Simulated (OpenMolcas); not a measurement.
# Cu2+ in KMgF3: curves along the breathing mode

Cu2+ with its 6 nearest fluoride ions, on the Mg site of KMgF3 (a = 3.973 Å, distance in the model lattice 1.986 Å). The rest of the host is ab initio model potentials to 7.6 Å, with orthogonalisation functions on the cations behind the ligands, and point charges beyond; the distance is set by hand and nothing relaxes. Ligand basis ANO-RCC-VDZP.

- Program: OpenMolcas
- Method: SS-CASPT2, IPEA 0.25 Eh, imaginary shift 0.1 Eh (closed shells correlated: 3s 3p and the ligand valence shells)
- Basis: ANO-RCC-VDZP [5s4p2d1f]
- Scalar Hamiltonian: DKH2, point nucleus
- Active space: 9 electrons in 5 orbitals (3d)
- State averaging: 2S+1 = 2 even, 5 roots
- Spin-orbit coupling: RASSI with atomic mean-field integrals over the reference wave functions

Spin-free energies (labels of O, the rotations of Oh) in cm-1 above the lowest fitted minimum, as all ligands move together:

```csv
R (Å),2E,2T2
1.888,1910,13000
1.932,70,9930
1.977,520,9280
2.021,3070,10900
2.066,7750,14700
2.11,14340,20630
2.155,23220,28890
```

Cubic fits give the following; the wavenumber is harmonic, with the mass of all moving ligands, small differences in it between states hang on the degree of the fit, a number in brackets counts states of one label, and the table is a selection of at most 14 states with clean curves.

```tsv
State	R0 (Å)	Breathing mode (cm-1)	Minimum (cm-1)
2E	1.946	571	0
2T2	1.968	586	9220
```

The minimum of 2T2 is shifted by +0.0215 Å against 2E (from the unrounded fits). With M = 114.0 u for the moving shell, the Huang-Rhys factor in this mode is S = M ω ΔR² / 2ħ = 0.01483 × 114.0 × 571 × 0.0215² = 0.45. Only the first shell moves, against a rigid host.

Roots that are degenerate in the reference are averaged as groups; the widest CASPT2 spread within a group is 72 cm-1 (the 3-fold group of multiplicity 2 near 6950 cm-1 above the lowest state of its run, R = 2.066). Shifts and gaps below about the spread of the groups concerned are not significant. Over all roots computed the reference weight is 0.74 in R = 1.888, 0.74 in R = 1.932, 0.74 in R = 1.977, 0.74 in R = 2.021, 0.74 in R = 2.066, 0.74 in R = 2.11, 0.74 in R = 2.155; a low but even weight reflects the number of correlated electrons. An orbital doublet at a regular site is open to a Jahn-Teller distortion, which this geometry leaves out. A single d shell leaves out the double-shell effect, which counts most for late 3d ions, where the CASPT2 field can be off either way by tens of per cent. Ligand-to-metal charge-transfer states are missing. With one d shell and no ligand orbital active, 10Dq can be off by tens of per cent for divalent 3d ions, low with halides held by bare charges and at times high in hosts, and the orbital part of g and χT goes as 1/10Dq. Free-ion shares, where given, are those of the reference states; single-state CASPT2 does not remix them. No measured value stands beside these numbers.
